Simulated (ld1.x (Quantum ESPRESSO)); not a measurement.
# Br (Z = 35): one change to a TM potential, before and after

ld1.x (Quantum ESPRESSO) 7.5 input, shortened:

```
&input
   title='Br', zed=35., rel=1, dft='PBE', iswitch=3,
   config='[Ar] 3d10 4s2 4p5'
 /
 &inputp
   pseudotype=2, tm=.true., lloc=0,
   nlcc=.false.
 /
2
4P  2  1   5.00   0.00  1.20  1.20  0.0
4S  1  0   2.00   0.00  1.25  1.25  0.0
 &test
   configts(1)='4s2 4p5'
 /
```

All-electron outer shells of the reference configuration (PBE, scalar-relativistic, ld1.x):

```csv
shell,level (eV),outermost node (bohr),outermost maximum (bohr)
3p,-173.49,0.21,0.48
3d,-66.72,–,0.43
4s,-20.13,0.67,1.41
4p,-7.86,0.70,1.66
```

Change: local potential all-electron potential smoothed inside 1.00 bohr (lloc = -1).

Cutoffs: the cutoffs (Ry, on a coarse ladder) from which the occupation-weighted sum of valence levels, in a spherical-Bessel basis at the reference potential, stays within 10 and 1 mRy of its value at 400 Ry; they do not see the model core or the augmentation charge, which bear on the density cutoff. Errors are all-electron minus pseudo energies relative to the spin-unpolarised reference configuration.

Task: How do hardness, ghosts and transferability respond?

Result: The potential gets neither clearly harder nor softer (80 Ry and 180 Ry → 80 Ry and 180 Ry); the bound ghosts move from p to d, s; of the 7 tests that both files solve, the error grows in 2 and shrinks in 5 by more than 15 % and 0.3 meV (median size 13.4 → 10.1 meV). In the separable form a ghost depends on how the local part lies against the semilocal potential of the channel, so the choice of the local part can create or remove one.

| quantity | base | changed |
| --- | --- | --- |
| cutoff, loose | 80 Ry | 80 Ry |
| cutoff, tight | 180 Ry | 180 Ry |
| loose cutoff by channel (10 mRy a level) | p 70 Ry, s 40 Ry | s 45 Ry, p 60 Ry |
| bound ghosts | p | s, d |
| error for 4s2 4p4, meV [ΔE 12.55 eV] | -8.2 | +2.1 |
| error for 4s2 4p3, meV [ΔE 35.31 eV] | -37 | +9.8 |
| error for 4s2 4p2, meV [ΔE 69.30 eV] | -86 | +10 |
| error for 4s2 4p1, meV [ΔE 115.32 eV] | -131 | -30 |
| error for 4s1 4p5, meV [ΔE 25.56 eV] | -13 | +27 |
| error for 4s1 4p6, meV [ΔE 12.37 eV] | +2.5 | +10 |
| error for 4s2 4p4.5, meV [ΔE 5.07 eV] | -2.1 | +0.2 |
| s: phases at 1.35 bohr within 0.05 rad from the reference energy up to (Ry; the scan ends near 5) | to the end of the scan | to the end of the scan |
| p: phases at 1.35 bohr within 0.05 rad from the reference energy up to (Ry; the scan ends near 5) | 1.3 | 0.6 |

 A true bound ghost makes a file unfit for plane-wave use even where its test errors are small: the radial tests pick states by their node count and pass the ghost by.
